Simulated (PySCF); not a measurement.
Output of ΔSCF core-hole calculations on `C=C[C@@H]1C[Si@H]1N([SiH3])[SiH3]`.

Computed, not measured: delta-SCF UKS SCAN, pcX-2 on the ionised atom, pcseg-1 elsewhere, spin-free X2C in PySCF 2.14.0. The program numbers atoms from 0. The cycles run on a coarse integration grid; for E(ground) and E(ion) the exchange–correlation energy is redone on a finer one, so they differ from the last cycle, and only they enter the binding energy.

Atom n of the output is atom n + 1 of `[CH2:1]=[CH:2][C@@H:3]1[CH2:4][Si@H:5]1[N:6]([SiH3:7])[SiH3:8]`.

```
ground state, core basis on atom 6 (Si), 231 functions
  cycle   1  E = -1085.12595158  |g| = 2.89e-01
  cycle   2  E = -1085.12584450  |g| = 5.57e-02
  cycle   3  E = -1085.12525649  |g| = 6.95e-02
  cycle   4  E = -1085.12620789  |g| = 1.83e-02
  cycle   5  E = -1085.12628733  |g| = 2.40e-03
  cycle   6  E = -1085.12628803  |g| = 6.22e-04
  cycle   7  E = -1085.12628596  |g| = 1.78e-04
  E(ground) = -1085.19262040 Eh
hole in Si 2p of atom 6
  cycle   1  E = -1080.84244101  |g| = 1.23e+00
  cycle   2  E = -1078.97660479  |g| = 1.74e+00
  cycle   3  E = -1080.58951827  |g| = 9.25e-01
  cycle   4  E = -1081.13161493  |g| = 2.40e-01
  ...
  cycle   9  E = -1081.17099250  |g| = 2.96e-03
  cycle  10  E = -1081.17099695  |g| = 1.12e-03
  cycle  11  E = -1081.17099879  |g| = 3.46e-04
  E(ion) = -1081.24773991 Eh   <S^2> = 0.7519   hole on atom = 1.003
```

What energy does this spin-free Si 2p hole on atom 6 cost, and which doublet follows from it?

(-1081.247740 − (-1085.192620)) Eh × 27.2114 eV/Eh = 107.35 eV. With the spin–orbit matrix of the shell the program then gives 2p3/2 = 107.11 eV and 2p1/2 = 107.74 eV; their weighted mean, 107.32 eV, differs from that hole by -0.03 eV, as the three ground-state 2p orbitals of the atom aren't degenerate.

```
ground state, core basis on atom 0 (C), 220 functions
  cycle   1  E = -1084.90288883  |g| = 7.03e-01
  cycle   2  E = -1084.69463956  |g| = 1.11e+00
  cycle   3  E = -1085.02618178  |g| = 1.23e-01
  cycle   4  E = -1085.02918305  |g| = 7.14e-02
  cycle   5  E = -1085.03047726  |g| = 2.09e-02
  cycle   6  E = -1085.03059089  |g| = 7.81e-03
  cycle   7  E = -1085.03060742  |g| = 3.03e-03
  cycle   8  E = -1085.03060809  |g| = 1.11e-03
  cycle   9  E = -1085.03060980  |g| = 2.79e-04
  E(ground) = -1085.13833860 Eh
hole in C 1s of atom 0
  cycle   1  E = -1073.80240662  |g| = 1.51e+00
  cycle   2  E = -1072.11732927  |g| = 2.09e+00
  cycle   3  E = -1074.02181693  |g| = 8.02e-01
  cycle   4  E = -1074.31021206  |g| = 4.18e-01
  ...
  cycle  10  E = -1074.39573314  |g| = 1.09e-03
  cycle  11  E = -1074.39573354  |g| = 5.23e-04
  cycle  12  E = -1074.39573213  |g| = 1.95e-04
  E(ion) = -1074.50296144 Eh   <S^2> = 0.7802   hole on atom = 1.000
```

What is the C 1s binding energy of atom 0?

(-1074.502961 − (-1085.138339)) Eh × 27.2114 eV/Eh = 289.40 eV, for the terminal =CH2 carbon.

```
ground state, core basis on atom 5 (N), 220 functions
  cycle   1  E = -1085.04717753  |g| = 7.60e-02
  cycle   2  E = -1085.04701710  |g| = 3.29e-02
  cycle   3  E = -1085.04684654  |g| = 4.24e-02
  cycle   4  E = -1085.04737135  |g| = 8.18e-03
  cycle   5  E = -1085.04738530  |g| = 1.43e-03
  cycle   6  E = -1085.04738496  |g| = 3.62e-04
  E(ground) = -1085.15238649 Eh
hole in N 1s of atom 5
  cycle   1  E = -1069.46550871  |g| = 1.88e+00
  cycle   2  E = -1067.18254654  |g| = 2.61e+00
  cycle   3  E = -1069.82720423  |g| = 7.64e-01
  cycle   4  E = -1070.09026444  |g| = 4.16e-01
  ...
  cycle  11  E = -1070.20794834  |g| = 6.31e-04
  cycle  12  E = -1070.20794880  |g| = 5.21e-04
  cycle  13  E = -1070.20795011  |g| = 4.97e-04
  E(ion) = -1070.31104863 Eh   <S^2> = 0.7677   hole on atom = 1.000
```

What is the N 1s binding energy of atom 5?

(-1070.311049 − (-1085.152386)) Eh × 27.2114 eV/Eh = 403.85 eV, for the nitrogen bridging silicon atoms.

```
ground state, core basis on atom 4 (Si), 231 functions
  cycle   1  E = -1085.13009097  |g| = 2.87e-01
  cycle   2  E = -1085.13004627  |g| = 4.36e-02
  cycle   3  E = -1085.12968391  |g| = 4.99e-02
  cycle   4  E = -1085.13026966  |g| = 1.60e-02
  cycle   5  E = -1085.13033416  |g| = 4.08e-03
  cycle   6  E = -1085.13034376  |g| = 5.49e-04
  cycle   7  E = -1085.13033915  |g| = 1.39e-04
  E(ground) = -1085.19659937 Eh
hole in Si 1s of atom 4
  cycle   1  E = -1016.19147414  |g| = 4.35e+00
  cycle   2  E = -1015.31735042  |g| = 2.52e+00
  cycle   3  E = -1014.73858971  |g| = 1.82e+00
  cycle   4  E = -1017.03774294  |g| = 6.41e-01
  ...
  cycle  13  E = -1017.26986791  |g| = 6.27e-04
  cycle  14  E = -1017.26987131  |g| = 5.77e-04
  cycle  15  E = -1017.26987767  |g| = 4.88e-04
  E(ion) = -1017.34321921 Eh   <S^2> = 0.7543   hole on atom = 1.000
```

What is the Si 1s binding energy of atom 4?

(-1017.343219 − (-1085.196599)) Eh × 27.2114 eV/Eh = 1846.38 eV, for the SiH silicon.

The ground state is recomputed for each atom, because the flexible core basis sits on the ionised atom alone; energies of different blocks can't be mixed. One conformer (not necessarily the lowest) at the PBE0-D3(BJ)/def2-SVP geometry, without solvent, vibrations or thermal averaging.

Shape of the structure used: `[CH2:1]=[CH:2][C@@H:3]1[CH2:4][Si@H:5]1[N:6]([SiH3:7])[SiH3:8]`: C1–C2–C3–C4 -146°, C4–Si5–N6–Si7 -38°.
Labels such as C1 count atoms from 1, the log's own numbers from 0.
